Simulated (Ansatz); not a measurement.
Gas-phase electronic energies from Ansatz, PBE0-D4/def2-TZVP geometries. CCSD(T)/CBS is the MP2 limit (def2-TZVPP, def2-QZVPP) plus CCSD(T) − MP2 in def2-TZVPP, frozen cores. This one scheme is used for every species. For Zn outer-core shells are correlated without core-valence functions, which leaves a few kJ/mol of doubt a bond. Scalar relativity is left out up to krypton. Each species was taken in one conformer, which may not be the lowest.

Reaction (ligand exchange at a Zn–O bond): `[OH][Zn][SH]` + CH₃SH → `C[S][Zn][SH]` + H₂O

```csv
species,CCSD(T)/CBS(def2) energy (Eh)
`[OH][Zn][SH]`,-2252.58768
CH₃SH,-438.22835
`C[S][Zn][SH]`,-2614.45500
H₂O,-76.37941
```

(1) Work out ΔE.

Largest T1 diagnostic among the species: 0.016.

Results:

(1) ΔE = (-2614.45500) + (-76.37941) − (-2252.58768) − (-438.22835) = -0.01838 Eh = -48.3 kJ/mol.

From BLYP to BHLYP (50 % exact exchange), in def2-TZVPP and without D4, ΔE moves by −7.8 kJ/mol. The D4 term adds −5.3 kJ/mol with B3LYP and −3.1 kJ/mol with PBE0; it sums over pairs of atoms, weighted by their polarisabilities, and B3LYP, whose exchange is more repulsive, gets the larger term. Leaving LDA and LC-ωPBE aside and taking each functional with its dispersion term where it has one, the values, not all of them listed here, spread over 13.7 kJ/mol, from HSE06-D4 to CAM-B3LYP-D4.

B3LYP here is the variant with VWN-RPA as its local correlation; programs differ in this.
